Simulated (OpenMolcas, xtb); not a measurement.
# A ladder of methods for SnHClOF2 (SMILES [OH][Sn]([F])([F])[Cl])

The species is SnHClOF2 (6 atoms), meant as a singlet with charge 0. SMILES: `[OH][Sn]([F])([F])[Cl]`. The shape is that of a PBE0-D4/def2-TZVP optimisation. This is one conformer, not always the lowest.

```xyz
6

O    -0.4640    0.2839    1.4763
Sn    0.2524   -0.1757   -0.2475
F     1.9825   -0.8565    0.0567
F    -0.7433   -1.5871   -1.0197
Cl    0.3294    1.5406   -1.7444
H    -1.3150    0.7306    1.4325
```

Quantity: the energy change with the O1–H6 bond stretched from 0.962 to 1.732 Å, in eV. The values are calculated.

```csv
level,kind,program,value (eV),CPU time (all runs)
GFN-FF,force field,xtb,3.77,under 2 s
HF/def2-SVP (core potential) (restricted),Hartree–Fock,OpenMolcas,4.81,21 s
SVWN5/def2-SVP (core potential) (restricted),LDA,OpenMolcas,3.61,47 s
PBE/def2-SVP (core potential) (restricted),GGA,OpenMolcas,3.54,58 s
r2SCAN/def2-SVP (core potential) (restricted),meta-GGA,OpenMolcas,3.83,73 s
PBE0/def2-SVP (core potential) (restricted),global hybrid,OpenMolcas,4.00,54 s
B2PLYP/def2-SVP (core potential) (restricted),double hybrid,OpenMolcas,3.84,48 s
MP2/def2-SVP (core potential) (restricted),perturbation theory,OpenMolcas,3.93,18 s
```

The first shape isn't each level's own minimum. The values span 3.54 to 4.81 eV. In the correlated wave-function rows the outer d shell of Sn is correlated, in sets not made for it. Times are those of the runs behind each value, whatever else they computed, on shared processors of several kinds: orders of magnitude only.
